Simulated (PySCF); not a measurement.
# Bond lengths and vibrations by method: H2O2Si

All numbers below are calculated, not measured. They come from PySCF 2.14.0, an open-source quantum chemistry program, on an isolated molecule that a program drew, which may never have been made. The molecule is H2O2Si (charge 0, singlet), drawn as the SMILES string `O[Si]O`.

The geometry was optimised and harmonic frequencies were computed with HF and MP2, all in the cc-pV(D+d)Z basis, for the commonest isotopes, with a restricted reference for singlets and an unrestricted one otherwise, and a frozen core in MP2. Each result is a local minimum of its method.

Geometry at the HF minimum:
```xyz
5
H2O2Si, angstrom
O    -2.6486    0.1177   -0.2030
Si   -2.6477    0.6465   -1.7692
O    -1.1089    0.3444   -2.2921
H    -1.9036   -0.2639    0.2402
H    -0.4250   -0.0461   -1.7660
```

Lengths of the bonds as drawn, in Å (atoms numbered as above):
```
  bond     HF    MP2
O1-Si2  1.653  1.678
Si2-O3  1.653  1.678
 O1-H4  0.947  0.969
 O3-H5  0.947  0.969
```

Rotational constants, in GHz:
```
constant,HF,MP2
A,26.06,25.99
B,8.8,8.422
C,6.578,6.361
```

Harmonic frequencies in cm^-1, each column in rising order, so a row needn't be the same motion in every method:
| rank | HF | MP2 |
|---|---|---|
| 1 | 365 | 330 |
| 2 | 375 | 372 |
| 3 | 506 | 491 |
| 4 | 702 | 679 |
| 5 | 812 | 762 |
| 6 | 881 | 846 |
| 7 | 934 | ? |
| 8 | 4139 | 3833 |
| 9 | 4142 | 3833 |

**Estimate the missing MP2 frequency from the HF column.**

A single factor s that minimises the squared misfit of MP2 against s times HF over the other rows is sum(HF x MP2) / sum(HF^2) = 0.9277, with an rms misfit of 19 cm^-1. For rank 7 it gives 0.9277 x 934 = 866 cm^-1. The calculation gives 895 cm^-1, 29 cm^-1 above the estimate. The drawn bonds are on average 1.9 % longer in MP2 than in HF.
